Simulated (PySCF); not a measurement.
Cl3Ga, charge +1, doublet, geometry from GFN2-xTB (such geometries of metal compounds can be far from the true shape) (a state made from the parent by changing its charge; the spin is typed, not shown lowest); BHANDHLYP/6-31G in PySCF.

Input for PySCF:
```python
from pyscf import gto, scf, dft

mol = gto.Mole()
mol.atom = '''
    Ga    0.000000   -0.000000   -0.000000
    Cl   -1.780605   -1.145461   -0.192405
    Cl    0.073565    1.985527   -0.756258
    Cl    1.707040   -0.840066    0.948662
'''
mol.basis = '6-31g'
mol.charge = 1
mol.spin = 1
mol.verbose = 4
mol.build()

mf = dft.UKS(mol)
mf.xc = 'bhandhlyp'
mf.kernel()
```

The log (banner, timings and long lists left out):

```
PySCF version 2.14.0

[INPUT] verbose = 4
[INPUT] num. atoms = 4
[INPUT] num. electrons = 81
[INPUT] charge = 1
[INPUT] spin (= nelec alpha-beta = 2S) = 1
[INPUT] symmetry False subgroup None
[INPUT] Mole.unit = angstrom
[INPUT] Symbol           X                Y                Z      unit          X                Y                Z       unit  Magmom
[INPUT]  1 Ga     0.000000000000   0.000000000000   0.000000000000 AA    0.000000000000   0.000000000000   0.000000000000 Bohr   0.0
[INPUT]  2 Cl    -1.780605000000  -1.145461000000  -0.192405000000 AA   -3.364855786031  -2.164607576370  -0.363592754997 Bohr   0.0
[INPUT]  3 Cl     0.073565000000   1.985527000000  -0.756258000000 AA    0.139017702354   3.752102242929  -1.429120499511 Bohr   0.0
[INPUT]  4 Cl     1.707040000000  -0.840066000000   0.948662000000 AA    3.225838083678  -1.587494666559   1.792711364782 Bohr   0.0

nuclear repulsion = 518.129076023458
number of shells = 32
number of NR pGTOs = 228
number of NR cGTOs = 66
basis = 6-31g
ecp = {}

******** <class 'pyscf.dft.uks.UKS'> ********
method = UKS
initial guess = minao
damping factor = 0
level_shift factor = 0
DIIS = <class 'pyscf.scf.diis.CDIIS'>
diis_start_cycle = 1
diis_space = 8
diis_damp = 0
SCF conv_tol = 1e-09
SCF conv_tol_grad = None
SCF max_cycles = 50
direct_scf = True
direct_scf_tol = 1e-13
number electrons alpha = 41  beta = 40
XC library pyscf.dft.libxc version 7.1.2
    S. Lehtola, C. Steigemann, M. J. T. Oliveira, and M. A. L. Marques,  SoftwareX 7, 1–5 (2018)
XC functionals = bhandhlyp
    A. D. Becke,  J. Chem. Phys. 98, 1372 (1993)
    Defined through Gaussian implementation.
radial grids:
    Treutler-Ahlrichs [JCP 102, 346 (1995); DOI:10.1063/1.469408] (M4) radial grids

becke partition: Becke, JCP 88, 2547 (1988); DOI:10.1063/1.454033
pruning grids: <function nwchem_prune>
grids dens level: 3
symmetrized grids: False
atomic radii adjust function: <function treutler_atomic_radii_adjust>
small_rho_cutoff = 0
Set gradient conv threshold to 3.16228e-05
tot grids = 77544
init E= -3304.95753525385

cycle= 1 E= -3304.63993883086  delta_E= 0.318  |g|= 0.227  |ddm|= 1.81
cycle= 2 E= -3304.68037965108  delta_E= -0.0404  |g|= 0.176  |ddm|= 1.04
cycle= 3 E= -3304.69823091963  delta_E= -0.0179  |g|= 0.0351  |ddm|= 0.336
cycle= 4 E= -3304.69854413239  delta_E= -0.000313  |g|= 0.00624  |ddm|= 0.0306
cycle= 5 E= -3304.69857606848  delta_E= -3.19e-05  |g|= 0.00227  |ddm|= 0.013
cycle= 6 E= -3304.69858041456  delta_E= -4.35e-06  |g|= 0.000366  |ddm|= 0.00498
cycle= 7 E= -3304.69858069858  delta_E= -2.84e-07  |g|= 8.16e-05  |ddm|= 0.00154
cycle= 8 E= -3304.69858071551  delta_E= -1.69e-08  |g|= 3.42e-05  |ddm|= 0.000441
cycle= 9 E= -3304.69858071604  delta_E= -5.26e-10  |g|= 3.11e-05  |ddm|= 0.000112
Extra cycle  E= -3304.69858071431  delta_E= 1.73e-09  |g|= 5.83e-05  |ddm|= 0.000146
converged SCF energy = -3304.69858071431  <S^2> = 0.75818849  2S+1 = 2.0081718
```
